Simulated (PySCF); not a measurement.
C10H12N2, SMILES c1c(n(C)cc1)-c1cccn1C.

Coordinates come from a B3LYP-D3(BJ)/def2-SVP optimisation. The values are those of a single conformer.

These are TDA-PBE0/def2-SVP run with PySCF values and carry that method's errors.

Vertical excitations. Isolated molecule, no solvent. State labels are in the subgroup C2.

### Question
List the lowest excited states. (Estimate from the structure and the level; the computed values follow.)

### Answer

| state | symmetry | energy (eV) | λ (nm) | f | main pairs |
|---|---|---|---|---|---|
| S1 | B | 5.17 | 240 | 0.623 | HOMO→LUMO 95 % |
| S2 | A | 5.87 | 211 | 0.000 | HOMO→LUMO+1 52 %, HOMO−2→LUMO 34 %, HOMO−3→LUMO 11 % |
| S3 | B | 5.98 | 207 | 0.019 | HOMO−1→LUMO 59 %, HOMO→LUMO+2 32 % |
| S4 | A | 6.22 | 199 | 0.009 | HOMO−2→LUMO 37 %, HOMO−3→LUMO 32 %, HOMO→LUMO+5 9 %, HOMO→LUMO+6 8 % |
| S5 | B | 6.32 | 196 | 0.025 | HOMO→LUMO+3 47 %, HOMO→LUMO+2 44 % |
| S6 | A | 6.49 | 191 | 0.002 | HOMO→LUMO+4 74 %, HOMO−3→LUMO 13 % |
| T1 | B | 3.51 | 353 | 0 | HOMO→LUMO 92 % |
| T2 | A | 4.44 | 279 | 0 | HOMO→LUMO+1 49 %, HOMO−3→LUMO 37 % |
Triplets are in the Tamm–Dancoff approximation.
